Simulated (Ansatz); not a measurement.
Computed with Ansatz on PBE0-D4/def2-TZVP structures; ΔE is electronic, products minus reactants. CCSD(T)/CBS adds triple-zeta CCSD(T) − MP2 to the extrapolated MP2 energy (def2 sets, frozen cores). This one scheme is used for every species. DFT in def2-TZVPP. Each species was taken in one conformer, which may not be the lowest.

`BOC(C)[SiH3]` + SiH₄ → `BOC([SiH3])[SiH3]` + CH₄  (formal exchange of groups at a C–C bond)

```tsv
level	ΔE (eV)
r2SCAN-D4	-0.31
PBE0-D4	-0.30
ωB97X-V	-0.26
r2SCAN	-0.30
HF/def2-TZVPP	-0.18
MP2/def2-TZVPP	-0.29
CCSD(T)/def2-TZVPP	-0.26
CCSD/CBS(def2)	-0.27
```

(1) What does CCSD(T)/CBS give? (Estimate.)

Largest T1 diagnostic among the species: 0.014.

## Answers

(1) The calculation gave: -0.29 eV. The listed levels differ from it by -0.02, -0.01, 0.03, -0.01, 0.11, 0.00, 0.03, 0.02 eV.

In def2-TZVPP, CCSD(T) changes the Hartree–Fock value by −0.08 eV (the triples alone add −0.01 eV) and MP2 by −0.10 eV. The D4 term adds −0.05 eV with B3LYP and −0.03 eV with PBE0; it sums over pairs of atoms, weighted by their polarisabilities, and B3LYP, whose exchange is more repulsive, gets the larger term.

B3LYP here is the variant with VWN-RPA as its local correlation; programs differ in this.
